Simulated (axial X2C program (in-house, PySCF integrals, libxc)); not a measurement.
**Correcting the dissociation energy of SnCl for spin–orbit coupling**

A spin-free CCSD(T) curve (one-electron X2C) was computed with an in-house all-electron X2C program for linear molecules (integrals from PySCF), basis Sn dyall-cv3z [11s12p9d4f1g], Cl dyall-av3z [9s8p3d2f] (cores contracted in-house), for the state M_S = 1/2, Λ = 1 (beyond evenly filled blocks: π+α). It gives D0 = 3.751 eV to Sn + Cl, which in a spin-free picture are the weighted means of the ground terms.

Correlated methods: 11 electrons correlated (number of frozen shells: Sn 4 s, 3 p, 2 d; Cl 2 s, 1 p), 257 virtual spin orbitals or spinors in MP2, 90 natural virtuals in coupled cluster.

Measured levels of the ground terms (NIST Handbook of Basic Atomic Spectroscopic Data), in cm⁻¹: Sn 3P: J = 0 at 0, J = 1 at 1691.8, J = 2 at 3427.7; Cl 2P: J = 3/2 at 0, J = 1/2 at 882.4.

The two components of the molecular doublet are 2441 cm⁻¹ apart in the PBE0 2c search (Ω = 1/2 lower), so the lower one lies 1220 cm⁻¹ under their mean.

(1) How far does each ground level lie under the (2J+1)-weighted mean of its term?

(2) Correct D0.

Second-order spin–orbit effects in the molecule, which grow quickly with Z, are left out. Occupations by symmetry block were frozen at the best pattern of an incomplete PBE0 search. De is counted from the lowest determinant-based energies of the atoms at the same level, without counterpoise correction. Coupled cluster ran in a truncated set of natural virtual spinors; the MP2 energy of the rest was added. (T) has no such correction and the atoms are truncated less, which lowers De at CCSD(T) by a hundredth of an eV or more. With the outer-core shells frozen, correlated bond lengths of heavy atoms tend to come out a few hundredths of an ångström too long.

## Answers

(1) Sn: (1 × 0 + 3 × 1691.8 + 5 × 3427.7)/9 = 2468 cm⁻¹; Cl: (4 × 0 + 2 × 882.4)/6 = 294 cm⁻¹.

(2) D0 = 3.751 + (1220 − 2762)/8065.5 = 3.560 eV at CCSD(T) with these spin–orbit terms.
